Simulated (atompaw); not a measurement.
**How hard is this As PAW (atompaw) potential?**

```json
{
  "Element": "As (Z = 33)",
  "Generator": "atompaw 4.2.0.5",
  "Type": "PAW",
  "Functional": "PBE",
  "Relativity": "scalar-relativistic",
  "Frozen core": "[Ar]",
  "Valence charge": "15",
  "Reference configuration": "3d10 4s2 4p2.5 (charge +0.5)",
  "Partial waves": "4s (bound): rc 2.30 bohr; 4s channel at -0.4 Ry: rc 2.30 bohr; 4p (bound): rc 2.30 bohr; 4p channel at 2.15 Ry: rc 2.30 bohr; 3d (bound): rc 0.65 bohr; 3d channel at -2.95 Ry: rc 0.65 bohr",
  "Local potential": "vpsmatchnc scheme with l = 3 at 0 Ry, radius 2.30 bohr",
  "Core correction": "smooth core density matched at 1.45 bohr",
  "Augmentation charge": "sinc compensation charge, radius 2.00 bohr; PAW radius 2.30 bohr; waves and projectors: custom rrkj vanderbiltortho"
}
```

The pseudo-atom Hamiltonian at the reference potential is diagonalised in spherical Bessel functions j_l(qr) that vanish at 20 bohr, with q² up to the cutoff. All-electron valence levels (Ry): 4s -1.3774, 4p -0.6683, 3d -3.3271.

Q: How do the lowest levels (Ry) of each channel move with the cutoff, and are there ghosts?

A:

```json
{"cutoff (Ry)": "8", "s #1": "-1.3769", "s #2": "-0.1863", "p #1": "-0.6619", "p #2": "-0.0852", "d #1": "-0.0799", "f #1": "0.0351", "f #2": "0.1442", "Σ f·Δε (mRy)": "32484.6"}
{"cutoff (Ry)": "18", "s #1": "-1.3774", "s #2": "-0.1863", "p #1": "-0.6683", "p #2": "-0.0859", "d #1": "-0.1270", "f #1": "0.0351", "f #2": "0.1441", "Σ f·Δε (mRy)": "31996.0"}
{"cutoff (Ry)": "35", "s #1": "-1.3774", "s #2": "-0.1863", "p #1": "-0.6683", "p #2": "-0.0859", "d #1": "-0.1912", "f #1": "0.0351", "f #2": "0.1441", "Σ f·Δε (mRy)": "31353.9"}
{"cutoff (Ry)": "55", "s #1": "-1.3774", "s #2": "-0.1863", "p #1": "-0.6683", "p #2": "-0.0859", "d #1": "-0.2706", "f #1": "0.0351", "f #2": "0.1441", "Σ f·Δε (mRy)": "30560.3"}
{"cutoff (Ry)": "90", "s #1": "-1.3774", "s #2": "-0.1863", "p #1": "-0.6683", "p #2": "-0.0859", "d #1": "-1.1801", "f #1": "0.0351", "f #2": "0.1441", "Σ f·Δε (mRy)": "21465.8"}
{"cutoff (Ry)": "140", "s #1": "-1.3774", "s #2": "-0.1863", "p #1": "-0.6683", "p #2": "-0.0859", "d #1": "-2.8593", "f #1": "0.0351", "f #2": "0.1441", "Σ f·Δε (mRy)": "4673.2"}
{"cutoff (Ry)": "230", "s #1": "-1.3774", "s #2": "-0.1863", "p #1": "-0.6683", "p #2": "-0.0859", "d #1": "-3.3189", "f #1": "0.0351", "f #2": "0.1441", "Σ f·Δε (mRy)": "77.7"}
{"cutoff (Ry)": "400", "s #1": "-1.3774", "s #2": "-0.1863", "p #1": "-0.6683", "p #2": "-0.0859", "d #1": "-3.3266", "f #1": "0.0351", "f #2": "0.1441", "Σ f·Δε (mRy)": "0.0"}
```

Result: no extra level below or beside the all-electron valence levels (s, p, d, f tested); 10 mRy is reached at over 300 Ry and 1 mRy at over 300 Ry.
